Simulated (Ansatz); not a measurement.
Consider the ligand exchange at a B–C bond: `CB(N)Br` + H–F → `NB(F)Br` + CH₄.

Isolated molecules relaxed with PBE0-D4/def2-TZVP in Ansatz; ΔE leaves out vibrations. CCSD(T)/CBS is the MP2 limit (def2-TZVPP, def2-QZVPP) plus CCSD(T) − MP2 in def2-TZVPP, frozen cores. This one scheme is used for every species. DFT in def2-TZVPP. For Br outer-core shells are correlated without core-valence functions, which leaves a few kJ/mol of doubt a bond. Scalar relativity is left out up to krypton. Each species was taken in one conformer, which may not be the lowest.

Is it downhill or uphill in electronic energy at CCSD(T)/CBS, and by how much? (Estimate.)

The calculation gave: Downhill: ΔE = -118.6 kJ/mol.

What do these levels give: LDA (SPW92), PBE-D4, CAM-B3LYP-D4, ωB97X-V, B2PLYP, revPBE, r2SCAN, RPA@PBE/def2-TZVPP, HF/def2-SVP, MP2/def2-SVP, CCSD(T)/def2-TZVPP, MP2/def2-QZVPP? (An estimate is asked.)

The calculation gave: LDA (SPW92) -123.1, PBE-D4 -122.0, CAM-B3LYP-D4 -134.6, ωB97X-V -128.1, B2PLYP -132.3, revPBE -126.9, r2SCAN -133.1, RPA@PBE/def2-TZVPP -123.5, HF/def2-SVP -154.7, MP2/def2-SVP -143.1, CCSD(T)/def2-TZVPP -123.3, MP2/def2-QZVPP -117.3 kJ/mol.

Largest T1 diagnostic among the species: 0.010.

In def2-TZVPP, CCSD(T) changes the Hartree–Fock value by +22.4 kJ/mol (the triples alone add +2.2 kJ/mol) and MP2 by +25.8 kJ/mol. Leaving LDA and LC-ωPBE aside and taking each functional with its dispersion term where it has one, the values, not all of them listed here, spread over 18.1 kJ/mol, from B97M-V to revPBE-D4. The D4 term adds +5.9 kJ/mol with B3LYP and +3.3 kJ/mol with PBE0; it sums over pairs of atoms, weighted by their polarisabilities, and B3LYP, whose exchange is more repulsive, gets the larger term.

B3LYP here is the variant with VWN-RPA as its local correlation; programs differ in this.
